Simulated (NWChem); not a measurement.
Molecule: CH$_{4}$BBr; SMILES B(C)Br

```xyz
7

B     -0.6216     0.9841     0.0258
H     -1.8162     1.0873     0.1595
Br     0.0245    -0.8046    -0.1630
C      0.3300     2.2109     0.0087
H      1.3949     1.9802    -0.1260
H      0.1958     2.7759     0.9490
H      0.0029     2.9041    -0.7872
```
Atoms are numbered in this order, from 1.

Structure relaxed at the PBE0/def2-SVP level.

Spin-orbit effects, on the heavy nuclei and on their neighbours, are missing.

Question: Give the principal values of the shielding tensors (ppm) of B1, Br3, C4 from KT2/pcSseg-1, GIAO (NWChem), with their diamagnetic and paramagnetic parts as GIAO splits them.

Answer: 
```tsv
atom	σ11	σ22	σ33	isotropic	diamagnetic	paramagnetic
B1	-41.6	0.6	105.1	21.4	193.4	-172.0
Br3	1193.8	1969.7	2617.3	1927.0	3128.2	-1201.2
C4	137.3	168.2	181.3	162.3	253.8	-91.5
```
